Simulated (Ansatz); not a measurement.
Consider the isomerisation: `N[CH2][GeH2][OH]` → `[NH2][GeH2][CH2]O`.

Calculated with Ansatz (gas phase, PBE0-D4/def2-TZVP geometries, no zero-point term in ΔE). CCSD(T)/CBS adds triple-zeta CCSD(T) − MP2 to the extrapolated MP2 energy (def2 sets, frozen cores). Functionals use def2-TZVPP. For Ge outer-core shells are correlated without core-valence functions, which leaves a few kJ/mol of doubt a bond. Scalar relativity is left out up to krypton. One conformer a species, not always the lowest.

```json
{"level": "ωB97M-V", "ΔE (eV)": "0.35"}
{"level": "MP2/def2-QZVPP", "ΔE (eV)": "0.40"}
```

Problem. What does CCSD(T)/CBS give? (Estimate.)

Solution. Computed: +0.37 eV. The listed levels differ from it by -0.02, 0.03 eV.

Largest T1 diagnostic among the species: 0.011.

From PBE to PBE0 (25 % exact exchange), in def2-TZVPP and without D4, ΔE moves by +0.04 eV. In def2-TZVPP, CCSD(T) changes the Hartree–Fock value by −0.13 eV (the triples alone add −0.02 eV) and MP2 by −0.11 eV.
